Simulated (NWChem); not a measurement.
GeH₂ClF; SMILES [F][GeH2][Cl]

Results from NWChem. Pople sets run with spherical d functions. Each level has its own optimisation; frequencies are unscaled.

| level | r F–Ge (Å) | r Cl–Ge (Å) | r Ge–H (Å) | highest harmonic frequency (cm⁻¹) | lowest (cm⁻¹) | zero-point energy (kcal/mol) | dipole (D) |
|---|---|---|---|---|---|---|---|
| B3LYP/3-21G | 1.705 | 2.231 | 1.531 | 2120 | 191 | 12.2 | 3.11 |
| Hartree-Fock/6-31G* | 1.711 | (withheld) | 1.526 | (withheld) | (withheld) | (withheld) | (withheld) |
| B3LYP/6-31G* | 1.740 | 2.168 | 1.540 | 2175 | 190 | 12.1 | 2.44 |

### Question
What belongs in the gaps?

### Answer

- Hartree-Fock/6-31G*, r Cl–Ge (Å): 2.147
- Hartree-Fock/6-31G*, highest harmonic frequency (cm⁻¹): 2320
- Hartree-Fock/6-31G*, lowest (cm⁻¹): 208
- Hartree-Fock/6-31G*, zero-point energy (kcal/mol): 13.1
- Hartree-Fock/6-31G*, dipole (D): 2.72
